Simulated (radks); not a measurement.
Values are calculated unless marked as measured or tabulated.
Species: V. Configuration: [Ar] 3d3 4s2.

Code: a radial shooting solver on a logarithmic mesh with Libxc functionals. Model: Dirac Kohn-Sham, PBE, spin-unpolarised, spherical densities, point nucleus; open shells fill j = l - 1/2 first.

Energy parts (hartree):
part                       energy
total                  -949.02106
kinetic                 959.22196
electron-nucleus      -2260.30105
Hartree                 397.19480
exchange-correlation    -45.13678

Orbitals (lengths in bohr, moments of r in powers of bohr; <r^-3> diverges for s and p1/2; r(max) is where P^2 peaks):
| orbital | occ. | eigenvalue (hartree) | r(max) | <1/r> | <r^-3> |
|---|---|---|---|---|---|
| 1s1/2 | 2 | -197.1103 | 0.04349 | 22.84 | - |
| 2s1/2 | 2 | -22.13895 | 0.2556 | 4.813 | - |
| 2p1/2 | 2 | -18.65741 | 0.2066 | 4.749 | - |
| 2p3/2 | 4 | -18.39652 | 0.2088 | 4.683 | 304.7 |
| 3s1/2 | 2 | -2.57941 | 0.8196 | 1.488 | - |
| 3p1/2 | 2 | -1.63745 | 0.8408 | 1.361 | - |
| 3p3/2 | 4 | -1.60690 | 0.8474 | 1.347 | 35.92 |
| 3d3/2 | 3 | -0.19042 | 0.8915 | 0.9591 | 2.563 |
| 3d5/2 | 0 | -0.18801 | 0.8939 | 0.9553 | 2.527 |
| 4s1/2 | 2 | -0.17266 | 2.763 | 0.3878 | - |

The highest occupied level is 4s1/2 at -4.698 eV. The configuration is held as typed, so some empty levels lie below it. Summed over all electrons, <r^2> = 44.72 bohr^2, which gives a Langevin (diamagnetic) susceptibility term of -35.4 x 10^-6 cm^3/mol. For comparison, the ionisation energy in NIST's Atomic Spectra Database is 6.746 eV (measured). In exact Kohn-Sham theory the highest level is minus the ionisation energy, but local and semilocal functionals leave it too shallow, through self-interaction and a potential that decays too fast; potentials with the right tail come closer.

Beside tabulated values, note that spin-unpolarised runs miss the spin-polarisation part of the exchange energy of open shells.
